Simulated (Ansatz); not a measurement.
Molecule: sum formula Si2N2H7, net charge 0, doublet state. It need not be the lowest isomer of its formula. SMILES: N[SiH][SiH2]N
Coordinates optimised at B3LYP-D3(BJ)/def2-TZVP (Ansatz, a first-principles code):
```
Si
N 1 1.7348
H 2 1.0089 1 119.10
H 2 1.0090 3 110.63 1 -144.35
H 1 1.4862 2 105.54 3 176.98
H 1 1.4923 5 107.11 2 -124.01
Si 1 2.3399 5 115.58 6 -120.40
N 7 1.7299 1 109.43 5 -52.95
H 8 1.0076 7 122.39 1 160.28
H 8 1.0082 9 112.06 7 -154.72
H 7 1.4915 8 106.26 9 35.89
```
Charge 0, spin multiplicity 2.

Atomisation energy built up term by term with Ansatz (kcal/mol; UHF references for open shells; valence terms freeze the core; atomic spin-orbit terms are left out). CBS(X,Y): correlation extrapolated as X^-3; Hartree-Fock from the larger set.

```tsv
term	basis	kcal/mol
Hartree-Fock	cc-pV(Q+d)Z	581.41
CCSD correlation	CBS(cc-pV(T+d)Z,cc-pV(Q+d)Z)	[?]
(T)	CBS(cc-pV(T+d)Z,cc-pV(Q+d)Z)	[?]
core correlation	cc-pwCVTZ	1.22
scalar relativity (X2C)	cc-pVTZ-DK against cc-pVTZ	-1.84
sum: De		[?]
```

Q: Fill in the missing entries.

A: 
- CCSD correlation, kcal/mol: 235.93
- (T), kcal/mol: 12.67
- sum: De, kcal/mol: 829.4
